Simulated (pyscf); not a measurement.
**•As=AsH, doublet**

Gas-phase minimum from PySCF at ωB97X-D3(BJ)/def2-SVP, one conformer. 

```
As
H 1 1.5310
As 1 2.1971 2 94.80
```
Charge 0, spin multiplicity 2.

Properties at ωB97X-D3(BJ)/def2-SVP:

| Property | Value |
|---|---|
| Harmonic wavenumbers, unscaled | 367, 629, 2186 cm⁻¹ |
| Zero-point energy | 4.5 kcal/mol |
| Rotational symmetry number | 1 |
| Entropy of this conformer at 298 K and 1 atm, rigid rotor and harmonic oscillator, modes under 100 cm⁻¹ raised to 100 | 278.7 J/(mol K) |
| Dipole moment | 0.46 D |
| Spin expectation value S2 | 0.820 |

Single-point totals, which compare only within one level (frozen core for MP2 and CC):

```tsv
level	total energy (hartree)
ωB97X-D3(BJ)/def2-TZVP	-4472.19833
PBE/def2-TZVP	-4471.65941
r²SCAN/def2-TZVP	-4472.31068
B3LYP-D3(BJ)/def2-TZVP	-4472.41836
PBE0-D3(BJ)/def2-TZVP	-4471.78587
M06-2X/def2-TZVP	-4472.34891
ωB97M-D3(BJ)/def2-TZVP	-4472.35461
UHF/def2-TZVPP	-4468.98266
MP2/def2-TZVPP	-4469.45283
CCSD/def2-TZVPP	-4469.47464
CCSD(T)/def2-TZVPP	-4469.49704
```

The CCSD(T) − MP2 part came from Ansatz, without density fitting, on the same reference. A UHF reference is spin-contaminated (<S²> up to 1.35), which harms MP2 most. The frozen core leaves the outer d or s,p core shells of the metals and heavy elements correlated in the MP2 and CC values, and def2-TZVPP describes them poorly, so these totals are far from the basis limit. Elements up to Kr have no core potential and no relativistic terms here.
